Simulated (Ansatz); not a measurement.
The cluster Li₇H₇ (the lowest singlet isomer of a short search). The state is a singlet with charge 0. Geometry PBE-D4/def2-TZVP, basis def2-TZVP, Ansatz.

```tsv
atom	x (Å)	y (Å)	z (Å)
Li1	1.389	-0.716	1.814
Li2	-1.665	-0.266	-1.348
Li3	1.279	1.552	0.744
Li4	1.415	-0.088	-1.095
Li5	-0.541	-2.085	0.060
Li6	-1.120	-0.385	1.734
Li7	-0.492	2.148	-1.843
H8	2.281	0.030	0.482
H9	-1.984	-0.973	0.282
H10	0.239	0.794	1.989
H11	-1.873	1.266	-2.137
H12	0.947	1.762	-0.993
H13	0.083	-1.865	1.696
H14	0.042	-1.176	-1.386
```

```
run  HOMO (eV)  LUMO (eV)
  A      -9.07       0.78
  B      -5.81      -0.61
  C      -8.50       0.27
  D      -7.73       0.00
  E      -6.31      -0.69
  F      -7.45      -0.13
```

LC-ωPBE has ω = 0.4 bohr⁻¹. The structure comes from a short search, and lower isomers may exist.

Problem. The runs used BHLYP, CAM-B3LYP, LC-ωPBE, PBE0, r2SCANh, ωB97M-V. Estimate which is which.

Solution. A LC-ωPBE (range-separated); B r2SCANh (10 % exact exchange); C ωB97M-V (range-separated); D CAM-B3LYP (range-separated); E PBE0 (25 % exact exchange); F BHLYP (50 % exact exchange). Exact exchange lowers occupied and raises empty levels; among semilocal functionals meta-GGAs tend to open the gap a little, and such runs are hard to tell apart. The gap grows from 5.20 eV (r2SCANh) to 9.84 eV (LC-ωPBE).
